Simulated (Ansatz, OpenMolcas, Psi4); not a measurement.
## InHCl (SMILES [Cl][InH]): the vertical energy of the quartet above the doublet, rung by rung

InHCl has 3 atoms, charge 0, and is taken as a doublet. As SMILES, `[Cl][InH]`. Geometry: relaxed at PBE0-D4/def2-TZVP.

```xyz
3

Cl   -1.6498    0.3968   -0.8674
In    0.4095    0.5424    0.2861
H     1.2294   -1.0039    0.5681
```

Each level gives the vertical energy of the quartet above the doublet (eV). The values are calculated.

| level | kind | program | value (eV) | less CCSD(T)/def2-TZVPP |
| --- | --- | --- | --- | --- |
| UBLYP/def2-TZVPP (core potential) | GGA | OpenMolcas | 4.92 | -0.09 |
| U-r2SCAN/def2-TZVPP (core potential) | meta-GGA | OpenMolcas | 4.78 | -0.23 |
| UB3LYP/def2-TZVPP (core potential) | global hybrid | Ansatz | 5.00 | -0.01 |
| UHSE06/def2-TZVPP (core potential) | range-separated hybrid | Psi4 | 4.90 | -0.11 |
| UB2PLYP/def2-TZVPP (core potential, density fitting for correlation) | double hybrid | Psi4 | 5.04 | +0.03 |
| RPA@PBE/def2-TZVPP (core potential) | RPA | Ansatz | 4.74 | -0.27 |
| UMP2/def2-TZVPP (core potential) | perturbation theory | Ansatz | 5.08 | +0.07 |
| UCCSD(T)/def2-TZVPP (core potential) | coupled cluster or CI | Ansatz | 5.01 | 0.00 |
| FCI/STO-3G | exact in the basis | Ansatz | 5.50 | +0.49 |

Differences are taken from UCCSD(T)/def2-TZVPP (core potential) for orientation; it has basis-set and higher-order errors of its own. All-electron rows without a relativistic Hamiltonian named are non-relativistic, while core potentials hold scalar relativity, so basis and relativity change together. Spin-orbit coupling, which can split open shells on such heavy atoms by tenths of an eV, is left out. The values span 4.74 to 5.50 eV. High-level rows in very small sets aren't better than simpler rows in larger ones. In the correlated wave-function rows the outer d shell of In is correlated, in sets not made for it. The upper state's dipole differs much between rows, so they may not all be the same state.
